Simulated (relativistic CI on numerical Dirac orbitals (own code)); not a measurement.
**Ho V: computed level list**

These numbers are calculated, not measured: Dirac-Coulomb-Breit CI, KLI orbitals optimised for each configuration, QED by a radiative potential, valence Slater integrals scaled by 0.85, P86 correlation energy added to each configuration (own radial code, finite nucleus).

Configuration list (outside the closed core [Kr] 4d10): 4f⁹5s²5p⁶, 4f⁸5s²5p⁶5d, 4f¹¹5s²5p⁴, 4f¹⁰5s²5p⁵, 4f⁸5s²5p⁶6s, 4f⁸5s²5p⁶6p, 4f⁸5s²5p⁶7s, 4f⁸5s²5p⁶7p, 4f¹¹5p⁶, 4f¹⁰5s5p⁶, 4f⁸5s²5p⁶8s. Levels of other configurations are missing.

The lowest level is 4f⁹5s²5p⁶ ⁶H°15/2, with 92 % of that term; Hund's rules for 4f⁹5s²5p⁶ give ⁶H° with J = 15/2, in agreement.

```
No.  Configuration  Term     J  E (cm⁻¹)   %  Next component (%)  Landé g
  1      4f⁹5s²5p⁶   ⁶H°  15/2       0.0  92               8 ⁴I°    1.321
  2      4f⁹5s²5p⁶   ⁶H°  13/2    4222.1  95               4 ⁴I°    1.274
  3      4f⁹5s²5p⁶   ⁶H°  11/2    6949.1  90               4 ⁴G°    1.206
  4      4f⁹5s²5p⁶   ⁶H°   9/2    9099.3  90               7 ⁴G°    1.077
  5      4f⁹5s²5p⁶   ⁶F°  11/2    9643.1  92               5 ⁴G°    1.437
  6      4f⁹5s²5p⁶   ⁶H°   7/2   10791.2  90               8 ⁴G°    0.838
  7      4f⁹5s²5p⁶   ⁶F°   9/2   10848.6  82              14 ⁴F°    1.408
  8      4f⁹5s²5p⁶   ⁶H°   5/2   12038.1  90               9 ⁴G°    0.314
  9      4f⁹5s²5p⁶   ⁶F°   7/2   13294.6  88               9 ⁴F°    1.377
 10      4f⁹5s²5p⁶   ⁶F°   5/2   15019.1  90               5 ⁴D°    1.302
 11      4f⁹5s²5p⁶   ⁶F°   3/2   15860.4  87              10 ⁴D°    1.071
 12      4f⁹5s²5p⁶   ⁶F°   1/2   16544.4  88              11 ⁴D°   -0.584
 13      4f⁹5s²5p⁶   ⁴I°  15/2   22012.5  47              18 ²K°    1.124
 14      4f⁹5s²5p⁶   ⁴F°   9/2   22276.9  58              18 ⁴G°    1.292
 15      4f⁹5s²5p⁶   ⁴G°  11/2   24712.1  87               4 ⁶H°    1.258
 16      4f⁹5s²5p⁶   ⁴M°  21/2   24893.3  92               8 ²N°    1.134
 17      4f⁹5s²5p⁶   ⁴K°  17/2   25989.5  43              24 ⁴L°    1.092
 18      4f⁹5s²5p⁶   ⁴M°  19/2   26481.7  61              34 ⁴L°    1.095
 19      4f⁹5s²5p⁶   ⁴I°  13/2   26632.3  66              20 ⁴K°    1.067
 20      4f⁹5s²5p⁶   ⁴F°   7/2   27672.5  55              21 ⁴G°    1.191
 21      4f⁹5s²5p⁶   ⁴M°  15/2   29174.8  51              21 ⁴I°    0.943
 22      4f⁹5s²5p⁶   ⁴I°  11/2   29282.9  76              13 ⁴K°    0.954
 23      4f⁹5s²5p⁶   ⁴D°   3/2   29815.0  29              28 ²P°    1.378
 24      4f⁹5s²5p⁶   ⁴M°  17/2   30968.8  59              40 ⁴K°    1.049
 25      4f⁹5s²5p⁶   ⁴I°   9/2   31227.6  87              11 ²H°    0.755
 26      4f⁹5s²5p⁶   ⁴F°   5/2   31430.1  36              18 ⁴G°    1.111
 27      4f⁹5s²5p⁶   ⁴G°   9/2   32332.4  50              23 ⁴F°    1.158
 28      4f⁹5s²5p⁶   ⁴L°  19/2   32356.4  57              37 ⁴M°    1.117
 29      4f⁹5s²5p⁶   ⁴K°  15/2   32439.3  58              15 ⁴L°    1.052
 30      4f⁹5s²5p⁶   ²F°   7/2   33531.6  30              25 ⁴F°    1.167
 31      4f⁹5s²5p⁶   ⁶P°   5/2   33762.7  37              18 ⁴D°    1.519
 32      4f⁹5s²5p⁶   ⁴D°   7/2   34284.7  34              32 ⁶P°    1.351
 33      4f⁹5s²5p⁶   ⁴G°   5/2   34615.1  35              23 ⁴D°    1.059
 34      4f⁹5s²5p⁶   ⁴K°  13/2   35068.7  37              26 ⁴I°    0.985
 35      4f⁹5s²5p⁶   ⁴D°   1/2   35074.7  49              29 ⁴P°    0.810
 36      4f⁹5s²5p⁶   ⁴H°  13/2   35683.7  79               7 ⁴L°    1.172
 37      4f⁹5s²5p⁶   ⁴F°   3/2   35884.2  42              22 ²D°    1.046
 38      4f⁹5s²5p⁶   ⁴L°  17/2   35886.3  69              14 ²L°    1.071
 39      4f⁹5s²5p⁶   ⁴H°  11/2   36694.1  74               9 ⁴I°    1.119
 40      4f⁹5s²5p⁶   ⁴F°   3/2   37276.2  41              35 ⁶P°    1.345
 41      4f⁹5s²5p⁶   ⁴G°   9/2   37330.4  46              35 ⁴H°    1.071
 42      4f⁹5s²5p⁶   ⁴F°   5/2   37495.8  45              19 ⁴D°    1.037
 43      4f⁹5s²5p⁶   ⁴G°  11/2   37958.2  51              28 ⁴K°    1.103
 44      4f⁹5s²5p⁶   ⁶P°   7/2   38194.3  31              26 ⁴H°    1.169
 45      4f⁹5s²5p⁶   ⁴K°  11/2   38354.7  52              20 ⁴G°    0.933
 46      4f⁹5s²5p⁶   ⁴L°  13/2   38579.4  42              28 ⁴K°    0.893
 47      4f⁹5s²5p⁶   ⁴L°  15/2   38618.8  41              20 ⁴M°    0.979
 48      4f⁹5s²5p⁶   ²L°  15/2   39765.8  27              26 ⁴L°    0.993
 49      4f⁹5s²5p⁶   ⁶P°   7/2   39866.9  27              27 ⁴D°    1.219
 50      4f⁹5s²5p⁶   ⁴G°   9/2   40133.2  57              30 ⁴H°    1.092
 51      4f⁹5s²5p⁶   ⁴G°   5/2   40558.4  47              15 ²F°    0.928
 52      4f⁹5s²5p⁶   ⁴G°   7/2   41236.7  50              33 ⁴H°    0.917
 53      4f⁹5s²5p⁶   ⁴F°   3/2   41463.6  83               9 ²D°    0.537
 54      4f⁹5s²5p⁶   ⁴P°   1/2   41834.1  68              28 ⁴D°    1.813
 55      4f⁹5s²5p⁶   ²L°  17/2   42126.4  68              12 ⁴M°    1.050
 56      4f⁹5s²5p⁶   ²M°  19/2   42558.9  58              34 ²N°    1.024
 57      4f⁹5s²5p⁶   ²N°  21/2   42642.6  70              22 ²O°    1.033
 58      4f⁹5s²5p⁶   ²G°   9/2   43599.3  29              26 ⁴F°    1.068
 59      4f⁹5s²5p⁶   ⁴F°   5/2   43674.6  28              22 ²D°    1.219
 60      4f⁹5s²5p⁶   ⁶P°   3/2   44180.9  31              20 ⁴P°    1.623
 61      4f⁹5s²5p⁶   ⁴I°  15/2   44476.9  69              24 ²K°    1.155
 62      4f⁹5s²5p⁶   ⁴F°   5/2   44939.7  48              29 ⁴G°    1.020
 63      4f⁹5s²5p⁶   ⁴F°   7/2   45742.4  75              14 ²G°    1.188
 64      4f⁹5s²5p⁶   ²K°  13/2   45929.3  41              29 ⁴I°    0.985
 65      4f⁹5s²5p⁶   ⁴I°  13/2   46600.3  49              24 ²K°    1.035
 66      4f⁹5s²5p⁶   ²P°   3/2   46605.1  44              18 ⁴D°    1.330
 67      4f⁹5s²5p⁶   ²H°  11/2   47332.3  39              30 ⁴I°    1.064
 68      4f⁹5s²5p⁶   ⁴I°   9/2   48099.0  44              34 ⁴F°    0.983
 69      4f⁹5s²5p⁶   ²F°   7/2   48673.9  53              23 ⁴G°    1.133
 70      4f⁹5s²5p⁶   ⁴I°  11/2   48704.7  51              26 ²H°    1.012
```

Energies count from the lowest computed level; ° marks odd parity.

The mean weight of the leading LS term, summed over parents, in these 70 levels is 58 %, and that of the leading jj configuration (from the same eigenvectors) 50 %.

At this charge configurations can still be misplaced by up to about 7 % of their energy. Levels and lines within the n = 5 or 6 shells can be off by up to 10 % or somewhat more, and those that change n by about 2 %, since core polarisation is missing.

Landé's interval rule says that E(J) − E(J−1) = AJ with one A. For the ground term the intervals give A = -356.3, -376.0, -391.0, -419.5, -563.0 cm⁻¹ for J = 7/2, 9/2, 11/2, 13/2, 15/2; the multiplet is inverted.

LS names give the leading component of a level, which can be under half, so a name can repeat, a term be missing and a line seem to break the LS rules.
